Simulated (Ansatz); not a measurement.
`[CH3][GeH][Br]` radical, relaxed with UKS PBE0-D4/def2-TZVP in Ansatz 0.2.0 from a PBE-D4/def2-SVP geometry. The force threshold is 0.005 eV/Å; the program also tests the step.

Total charge 0; spin multiplicity 2.

Start:

```xyz
7

C    -0.205   -0.852    0.291
Ge    0.305    1.062    0.315
Br   -1.009    2.162   -1.291
H     0.432   -1.407    1.008
H    -0.047   -1.250   -0.732
H    -1.268   -0.969    0.572
H     1.791    1.254   -0.164
```

```json
{"step": "1", "energy (eV)": "-127651.1056", "largest force (eV/Å)": "0.500", "largest move (Å)": "0.000"}
{"step": "2", "energy (eV)": "-127651.1300", "largest force (eV/Å)": "0.142", "largest move (Å)": "0.029"}
{"step": "3", "energy (eV)": "-127651.1316", "largest force (eV/Å)": "0.022", "largest move (Å)": "0.012"}
{"step": "4", "energy (eV)": "-127651.1317", "largest force (eV/Å)": "0.008", "largest move (Å)": "0.005"}
{"step": "5", "energy (eV)": "-127651.1317", "largest force (eV/Å)": "0.002", "largest move (Å)": "0.001"}
```

End:

```xyz
7

C    -0.202   -0.846    0.288
Ge    0.309    1.044    0.300
Br   -1.004    2.138   -1.273
H     0.420   -1.397    0.995
H    -0.051   -1.244   -0.718
H    -1.250   -0.951    0.564
H     1.779    1.256   -0.155
```

Run time 8.5 s (4 threads of an AMD EPYC 9R45 on a shared host); peak host memory 0.58 GiB.
